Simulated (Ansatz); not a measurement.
Cost and result for the atomization energy of C2H8OSn, SMILES `CC[O][SnH3]` (12 atoms, 11 bonds).

Z-matrix (Å, degrees):
```
C
C 1 1.511
H 1 1.092 2 110.3
H 1 1.093 2 110.7 3 120.2
H 1 1.092 2 110.3 3 -119.5
O 2 1.408 1 109.1 3 59.7
H 2 1.102 1 109.5 3 -62.0
H 2 1.102 1 109.5 3 -178.6
Sn 6 1.967 2 118.9 1 179.9
H 9 1.709 6 107.5 2 -60.2
H 9 1.709 6 107.5 2 59.2
H 9 1.698 6 103.9 2 179.5
```

Charge 0, multiplicity 1. Correlated methods include outer-core shells of Sn, which these sets cover unevenly. Sn takes the def2 core potential. Geometry: relaxed with PBE0-D4/def2-TZVP. It is one conformer, not always the lowest. Program: Ansatz. All runs use 4 threads of an Arm Neoverse V1 on a shared host. Times are those of one run each, without the atoms' runs, and a repeat can differ threefold. Electronic energies, without spin–orbit coupling; frozen cores. CCSD(T)/CBS adds CCSD(T) − MP2 in def2-TZVPP to the MP2 limit, and its time is that of the two runs behind it. T1 = 0.013. With those shells the extrapolation isn't a true limit.

CCSD(T)/CBS is a level of theory with its own doubt, some kJ/mol a heavy atom from the limit and from the frozen cores, so smaller differences don't rank the functionals.

```tsv
level	functions	wall time
BLYP-D4/def2-TZVPP	255	2.5 s
PBE-D4/def2-TZVPP (with forces)	255	3.3 s
PBE0-D4/def2-TZVPP	255	4.1 s
CAM-B3LYP-D4/def2-TZVPP	255	4.7 s
BHLYP-D4/def2-TZVPP	255	4.9 s
r2SCANh-D4/def2-TZVPP	255	6.5 s
PBE-QIDH/def2-TZVPP	255	7 s
CCSD(T)/def2-SVP	108	8.5 s
ωB97X-V/def2-TZVPP	255	9 s
B97M-V/def2-TZVPP	255	12 s
MP2/def2-QZVPP	493	33 s
CCSD(T)/def2-TZVPP	255	4.6 min
CCSD(T)/CBS(def2)	–	5.1 min
```

Q: What atomization energy does each give, and how far from CCSD(T)/CBS? (Estimate.)

A: The calculation gave: 
```tsv
level	atomization (kJ/mol)	difference from CCSD(T)/CBS	per bond
BLYP-D4/def2-TZVPP	3996.2	-43.3	-3.9
PBE-D4/def2-TZVPP (with forces)	4058.5	19.0	1.7
PBE0-D4/def2-TZVPP	4000.9	-38.6	-3.5
CAM-B3LYP-D4/def2-TZVPP	4041.1	1.6	0.2
BHLYP-D4/def2-TZVPP	3913.8	-125.7	-11.4
r2SCANh-D4/def2-TZVPP	3995.8	-43.7	-4.0
PBE-QIDH/def2-TZVPP	3978.1	-61.4	-5.6
CCSD(T)/def2-SVP	3813.6	-225.9	-20.5
ωB97X-V/def2-TZVPP	4039.1	-0.4	0.0
B97M-V/def2-TZVPP	4055.8	16.3	1.5
MP2/def2-QZVPP	4002.5	-37.0	-3.4
CCSD(T)/def2-TZVPP	3941.8	-97.7	-8.9
CCSD(T)/CBS(def2)	4039.5	0.0	0.0
```

From BLYP to BHLYP (50 % exact exchange), in def2-TZVPP and without D4, the atomization energy moves by −62.0 kJ/mol: exact exchange takes away binding that semilocal exchange gives to molecules. In def2-TZVPP, CCSD(T) changes the Hartree–Fock value by +1022.6 kJ/mol (the triples alone add +51.8 kJ/mol) and MP2 by +1025.0 kJ/mol; breaking electron pairs costs correlation energy, which Hartree–Fock lacks. The D4 term adds +33.1 kJ/mol with B3LYP and +17.4 kJ/mol with PBE0; it sums over pairs of atoms, weighted by their polarisabilities, and B3LYP, whose exchange is more repulsive, gets the larger term.

B3LYP here is the variant with VWN-RPA as its local correlation; programs differ in this.

Spin–orbit coupling would lower the free Sn atoms strongly, and the atomization energy with them, by more than many differences here. For some Ge, Se and Sn compounds the MP2-based and the directly extrapolated limit differ by 10 to 25 kJ/mol.
